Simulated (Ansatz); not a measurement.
Basis-set extrapolation for `[Li][O][Si](C)(C)C` (PBE0-D4/def2-TZVP geometry, frozen core, the Gaussian-basis code of Ansatz). Multiplicity 1, RHF reference. For Li the program correlates outer-core shells too, which these sets cover unevenly, so the extrapolated numbers aren't a true limit.

```tsv
	def2-TZVPP	def2-QZVPP
HF	-490.310713	-490.330614
MP2 correlation	-0.943318	-1.008012
CCSD(T) correlation	-1.031972	not run
```

Energies in hartree. Use E(X) = E(∞) + A·exp(−7.88·√X) for Hartree–Fock and E(X) = E(∞) + B·X^(−2.97) for correlation, with X = 3 and 4, and add CCSD(T) minus MP2 of the smaller set to the MP2 limit.

Problem. What is the CCSD(T) energy at the basis-set limit?

Solution. HF limit: -490.330614 + (-0.019901) × 0.13774 = -490.33336. MP2 limit: -1.008012 + (-0.064694) × 0.74074 = -1.05593. Higher-order term: -1.031972 − (-0.943318) = -0.08865. Total: -491.47794 hartree, 355.1 kJ/mol below CCSD(T)/def2-TZVPP.
